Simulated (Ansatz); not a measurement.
C$_{3}$H$_{7}$O$_{2}$, doublet, at a GFN2-xTB geometry; Ansatz (a quantum-chemistry and plane-wave program) with CASSCF(5,7)/6-31G.

Here is a job for Ansatz.
Ansatz 0.2 input:
```yaml
crystal:
  periodic: [false, false, false]
  atoms:
    - {symbol: C, position_ang: [1.98903410, 0.41010762, 0.01884603]}
    - {symbol: O, position_ang: [1.12603601, -0.61931556, -0.39532828]}
    - {symbol: C, position_ang: [-0.16491624, -0.23812735, -0.67558156]}
    - {symbol: C, position_ang: [-1.05536801, -0.05802836, 0.65846570]}
    - {symbol: O, position_ang: [-2.24378240, 0.36443468, 0.35109641]}
    - {symbol: H, position_ang: [2.00293750, 1.23330719, -0.70358018]}
    - {symbol: H, position_ang: [1.68837049, 0.80542372, 0.99742193]}
    - {symbol: H, position_ang: [2.98107301, -0.02936824, 0.10057150]}
    - {symbol: H, position_ang: [-0.63442066, -1.04665769, -1.23749797]}
    - {symbol: H, position_ang: [-0.22964571, 0.70587468, -1.22826276]}
    - {symbol: H, position_ang: [-1.01595944, -1.02208605, 1.20327271]}
    - {symbol: H, position_ang: [-0.46288302, 0.70884194, 1.21154880]}
basis:
  gaussian:
    orbitals: 6-31G
hamiltonian:
  xc: hf
correlation: {active_space: {window: {electrons: 5, orbitals: 7}}}
magnetization: {spin_polarized: false, initial_magnetization: 1}
```

The log (banner, timings and long lists left out):

```
Functional definition: HF
755 factors; integrals over basis functions are off by at most 2.0e-4 eV
mean field evaluation 1: about -7264.7026 eV, gradient 3.8e1 eV
mean field evaluation 2: about -7264.7089 eV, gradient 3.8e1 eV
mean field evaluation 4: about -7269.9695 eV, gradient 5.9e0 eV
mean field evaluation 8: about -7270.8113 eV, gradient 2.3e-1 eV
mean field evaluation 16: about -7270.8197 eV, gradient 3.2e-5 eV
mean field evaluation 32: about -7270.8184 eV, gradient 2.7e-2 eV
mean field evaluation 64: about -7270.8113 eV, gradient 5.3e-2 eV
mean field -7270.81966789 eV, -267.1976944563 hartree, gradient 1.6e-6 eV, S^2 0.750000; 5 other end points of the search recorded, 0 dependent functions left out
reference -7270.81966789 eV, -267.1976944563 hartree; 21, 20 occupied and 38, 39 virtual orbitals, 755 factors
state -7272.39305508 eV, -267.2555153691 hartree
Total energy: -7272.39305508 eV, -267.2555153691 hartree
```
